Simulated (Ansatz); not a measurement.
Relaxation of the cluster Cd₂O₃H₂⁺ with UKS r2SCAN-D4/def2-SVP.

```sh
$ ansatz run in.yaml --threads 4 --pin off --events-out ev --progress --plain --max-ram 3916MiB
```

```yaml
crystal:
  periodic: [false, false, false]
  atoms:
    - {symbol: Cd, position_ang: [-1.591022, 0.512634, -0.530417]}
    - {symbol: Cd, position_ang: [1.215372, -1.268856, -0.078860]}
    - {symbol: O, position_ang: [-0.664111, -1.208516, -0.621282]}
    - {symbol: O, position_ang: [3.133442, -1.444709, 0.307902]}
    - {symbol: O, position_ang: [-2.590393, 2.202187, -0.610902]}
    - {symbol: H, position_ang: [-2.802478, 2.507829, 0.282842]}
    - {symbol: H, position_ang: [3.299200, -1.300560, 1.250727]}
basis:
  gaussian: {orbitals: def2-SVP}
total_charge: 1
magnetization: {spin_polarized: true, initial_magnetization: 1}
hamiltonian: {xc: r2scan, dispersion: d4}
scf: {lower_state_search: "off"}
output: {orbitals: {seedname: orbitals}}
relax: {f_tol: 0.02, max_steps: 100}
```

Run time 39 s (4 threads of Arm Neoverse V1 on a shared host).

Positions (Å) and forces (eV/Å) at steps 1, 2, 3, 4, 5, 6, 7, 8, 9, 10, 11 of 11:

```xyz
7
step=1 energy=-15288.2823 eV
Cd   -1.591    0.513   -0.530   -0.453   -0.094   -0.076
Cd    1.215   -1.269   -0.079    0.091   -0.466    0.016
O    -0.664   -1.209   -0.621    0.199    0.227   -0.180
O     3.133   -1.445    0.308   -0.017   -0.111   -0.154
O    -2.590    2.202   -0.611   -0.064   -0.080   -0.172
H    -2.802    2.508    0.283   -0.064    0.374    0.259
H     3.299   -1.301    1.251    0.307    0.150    0.307
7
step=2 energy=-15288.3493 eV
Cd   -1.724    0.488   -0.575   -0.011   -0.097   -0.045
Cd    1.256   -1.397   -0.088   -0.048   -0.063   -0.045
O    -0.599   -1.140   -0.745    0.160    0.285    0.050
O     3.165   -1.601    0.384    0.182    0.789    1.724
O    -2.777    2.161   -0.581    0.220    0.924    2.171
H    -2.696    2.651    0.326   -0.213   -1.020   -2.140
H     3.376   -1.161    1.279   -0.289   -0.818   -1.715
7
step=3 energy=-15288.4727 eV
Cd   -1.759    0.498   -0.566    0.054    0.066   -0.072
Cd    1.279   -1.417   -0.074    0.064    0.066   -0.067
O    -0.526   -1.039   -0.804    0.022    0.098    0.134
O     3.157   -1.720    0.465    0.057    0.679    0.886
O    -2.909    2.106   -0.512    0.469    0.650    1.204
H    -2.669    2.708    0.261   -0.424   -0.837   -1.182
H     3.428   -1.136    1.230   -0.241   -0.722   -0.903
7
step=4 energy=-15288.5635 eV
Cd   -1.729    0.579   -0.548    0.026    0.055    0.004
Cd    1.337   -1.353   -0.055    0.035    0.044    0.000
O    -0.454   -0.910   -0.749    0.004    0.014    0.043
O     3.145   -1.861    0.517    0.001    0.042    0.061
O    -3.039    2.041   -0.474    0.019    0.032    0.066
H    -2.821    2.765    0.144   -0.038   -0.099   -0.089
H     3.561   -1.260    1.164   -0.048   -0.088   -0.085
7
step=5 energy=-15288.5812 eV
Cd   -1.696    0.675   -0.514   -0.119    0.074    0.009
Cd    1.401   -1.280   -0.019    0.108   -0.063    0.048
O    -0.377   -0.761   -0.641   -0.023   -0.035   -0.060
O     3.142   -1.991    0.522    0.092    0.035    0.053
O    -3.156    1.980   -0.486   -0.001    0.096    0.039
H    -2.981    2.785    0.036   -0.040   -0.047   -0.047
H     3.667   -1.408    1.101   -0.015   -0.060   -0.043
7
step=6 energy=-15288.5622 eV rejected
Cd   -1.710    0.761   -0.493   -0.121   -0.016   -0.005
Cd    1.477   -1.251    0.014    0.040   -0.112    0.026
O    -0.318   -0.650   -0.582    0.101    0.151    0.120
O     3.181   -2.117    0.547    0.086    0.556    0.209
O    -3.288    1.961   -0.486    0.399    0.360    0.254
H    -3.143    2.838   -0.058   -0.087   -0.571   -0.270
H     3.800   -1.542    1.057   -0.418   -0.369   -0.333
7
step=7 energy=-15288.5887 eV
Cd   -1.714    0.707   -0.494   -0.037    0.039    0.009
Cd    1.432   -1.277    0.009    0.047   -0.013    0.022
O    -0.342   -0.691   -0.583   -0.008   -0.015   -0.016
O     3.171   -2.036    0.499    0.012    0.012    0.008
O    -3.202    1.983   -0.520    0.007    0.016    0.008
H    -3.062    2.794    0.001   -0.018   -0.015   -0.017
H     3.716   -1.481    1.087   -0.002   -0.024   -0.014
7
step=8 energy=-15288.5913 eV
Cd   -1.719    0.744   -0.473   -0.021    0.018    0.003
Cd    1.462   -1.262    0.038    0.024   -0.012    0.011
O    -0.310   -0.624   -0.520    0.005    0.009    0.002
O     3.192   -2.079    0.475   -0.007    0.061    0.030
O    -3.241    1.980   -0.557    0.052    0.036    0.048
H    -3.142    2.796   -0.033   -0.018   -0.067   -0.050
H     3.759   -1.555    1.069   -0.034   -0.045   -0.044
7
step=9 energy=-15288.5917 eV
Cd   -1.717    0.765   -0.453   -0.030    0.027   -0.020
Cd    1.477   -1.246    0.054    0.041   -0.016   -0.010
O    -0.283   -0.575   -0.497   -0.006   -0.001    0.029
O     3.192   -2.106    0.467    0.004    0.074    0.047
O    -3.269    1.962   -0.559    0.061    0.066    0.060
H    -3.183    2.801   -0.068   -0.018   -0.099   -0.052
H     3.782   -1.601    1.056   -0.052   -0.051   -0.052
7
step=10 energy=-15288.5921 eV
Cd   -1.712    0.779   -0.452   -0.029    0.000   -0.001
Cd    1.485   -1.238    0.061    0.012   -0.025    0.007
O    -0.282   -0.566   -0.467    0.012    0.021    0.000
O     3.195   -2.113    0.458    0.005    0.053    0.030
O    -3.270    1.964   -0.579    0.043    0.070    0.060
H    -3.208    2.794   -0.070   -0.007   -0.088   -0.058
H     3.792   -1.620    1.049   -0.036   -0.030   -0.039
7
step=11 energy=-15288.5925 eV
Cd   -1.715    0.777   -0.450   -0.001    0.001    0.003
Cd    1.484   -1.241    0.062    0.000    0.001    0.000
O    -0.278   -0.558   -0.466    0.001    0.003    0.001
O     3.195   -2.111    0.455   -0.001   -0.004   -0.001
O    -3.269    1.963   -0.577   -0.002   -0.001   -0.004
H    -3.209    2.794   -0.073    0.003   -0.002    0.001
H     3.791   -1.623    1.049   -0.002    0.003    0.000
```

In the def2 sets Cd takes a core potential; there is no spin–orbit coupling. The relaxation made no stability test and no search for a lower SCF solution. The structure comes from a short search, and lower isomers may exist.
